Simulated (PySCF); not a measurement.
Molecule: SMILES CCc1cccc[s+]1, [C7H9S]+.

Geometry (Å), atoms numbered from 1 in this order:
```xyz
17

C    -2.507    0.939   -0.087
C    -1.701   -0.321   -0.361
C    -0.243   -0.189   -0.100
C     0.622   -1.263   -0.254
C     1.986   -1.209   -0.035
C     2.644   -0.046    0.375
C     1.983    1.131    0.591
S     0.312    1.349    0.394
H    -2.183    1.761   -0.722
H    -2.417    1.242    0.955
H    -3.558    0.754   -0.291
H    -2.086   -1.149    0.243
H    -1.835   -0.627   -1.405
H     0.188   -2.203   -0.567
H     2.570   -2.104   -0.186
H     3.713   -0.076    0.531
H     2.504    2.022    0.910
```

Total charge +1.

Frames of a GFN2-xTB Langevin trajectory at 600 K; GIAO PBE0/pcSseg-1 shieldings in PySCF 2.14.0 with density-fitted response routines, gas phase, non-relativistic; equivalent atoms averaged within each frame.

Chemical shifts δ = σref − σ; ¹³C (186.93 ppm) and ¹H (31.72 ppm) against TMS; ³³S (503.73 ppm) against CS2, all at this level. The references are static minima.

How do the shifts (ppm) fluctuate along the trajectory?

## Answers


| time (fs) | C3 | C7 | C5 | C4 | C6 | C2 | C1 | S8 | H17 | H16 |
| --- | --- | --- | --- | --- | --- | --- | --- | --- | --- | --- |
| optimised geometry | 201.8 | 164.8 | 155.7 | 143.7 | 140.7 | 38.1 | 13.2 | 359 | 9.73 | 9.06 |
| 250 | 195.9 | 177.5 | 157.1 | 147.3 | 146.4 | 33.2 | 14.4 | 360 | 10.74 | 9.89 |
| 425 | 206.3 | 163.1 | 163.5 | 145.7 | 146.1 | 43.5 | 8.3 | 329 | 10.16 | 9.53 |
| 625 | 205.8 | 154.3 | 154.7 | 148.3 | 149.0 | 43.4 | 11.5 | 320 | 9.32 | 9.56 |
| 800 | 239.2 | 141.9 | 153.3 | 153.8 | 137.5 | 41.9 | 9.5 | 373 | 9.18 | 8.46 |
| 1000 | 208.4 | 162.2 | 157.9 | 143.4 | 138.2 | 44.0 | 19.1 | 380 | 9.58 | 9.20 |
| mean of frames | 211.1 | 159.8 | 157.3 | 147.7 | 143.4 | 41.2 | 12.6 | 352 | 9.80 | 9.33 |
| standard deviation | 16.4 | 13.0 | 3.9 | 3.9 | 5.2 | 4.5 | 4.3 | 27 | 0.65 | 0.54 |

5 frames give an uncertainty of the mean of about the standard deviation over 2.2 at best, since frames this close in time may not be independent; classical motion lacks zero-point vibration, and the reference would need the same averaging.
